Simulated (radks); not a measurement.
Question: W2+, configuration [Xe] 4f13 5d5 (not the ground configuration). Calculated with a radial shooting solver on a logarithmic mesh with Libxc functionals: scalar-relativistic Kohn-Sham, BLYP, spin-polarised, spherical densities, finite nucleus; open shells are filled with parallel spins first (spin-orbit coupling, left out, can overturn this in heavy ions); Fermi nuclear charge, rms radius 5.3658 fm. Some entries of the table are withheld. Estimate them.

orbital,occ.,eigenvalue (eV),<r^2> (bohr^2),<1/r> (bohr^-1)
1s down,1,-69502.77,0.0004631,87.05
1s up,1,-69502.76,0.0004631,87.05
2s up,1,-12018.86,0.007121,20.35
2s down,1,-12018.58,0.007121,20.35
2p up,3,-10517.22,0.005891,18.45
2p down,3,-10517.00,0.005891,18.45
3s up,1,-2789.730,0.04624,7.537
3s down,1,-2789.038,0.04623,7.538
3p up,3,-2344.888,0.04700,6.960
3p down,3,-2344.180,0.04698,6.961
3d up,5,-1832.235,0.03899,6.576
3d down,5,-1831.588,0.03897,6.577
4s up,1,-596.6751,0.2273,3.211
4s down,1,-595.2885,0.2274,3.209
4p up,3,-450.3450,0.2585,2.919
4p down,3,-449.0116,0.2586,2.918
4d up,5,-264.7342,0.2998,2.602
4d down,5,-263.3966,0.2997,2.601
5s up,1,(1),1.250,1.270
5s down,1,(2),1.237,1.279
5p up,3,-63.4250,1.701,1.073
5p down,3,-60.5178,1.688,1.080
4f up,7,-58.7650,0.4352,2.122
4f down,6,-57.2546,0.4302,2.127
5d up,5,-22.3612,3.708,0.7255
5d down,0,-19.4066,4.005,0.7091

Answer: 
(1) 5s up eigenvalue (eV): -100.1212
(2) 5s down eigenvalue (eV): -97.6358
